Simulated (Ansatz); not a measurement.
Basis-set series for `C[O][Ga]([Br])[O][SiH3]`. The species carries charge 0 and has multiplicity 1. All single points use the PBE0-D4/def2-TZVP geometry. It is one conformer, not always the lowest.

```
functional       basis  functions  energy (Eh)  HOMO (eV)  LUMO (eV)
   PBE0-D4    def2-SVP        154  -4979.12754      -8.18      -1.27
   PBE0-D4  def2-QZVPP        599  -4980.14059      -8.33      -1.51
   ωB97M-V    def2-SVP        154  -4979.66336     -10.54       0.65
   ωB97M-V  def2-QZVPP        599  -4980.67545     -10.71       0.20
```

(1) Give the rows for def2-TZVPP. (Best estimate.)

Answers

(1) Ansatz gave: 
```
functional       basis  functions  energy (Eh)  HOMO (eV)  LUMO (eV)
   PBE0-D4  def2-TZVPP        315  -4980.02270      -8.30      -1.43
   ωB97M-V  def2-TZVPP        315  -4980.56253     -10.68       0.42
```

Positive LUMOs are unbound and depend on the basis. Scalar relativity is left out up to krypton.
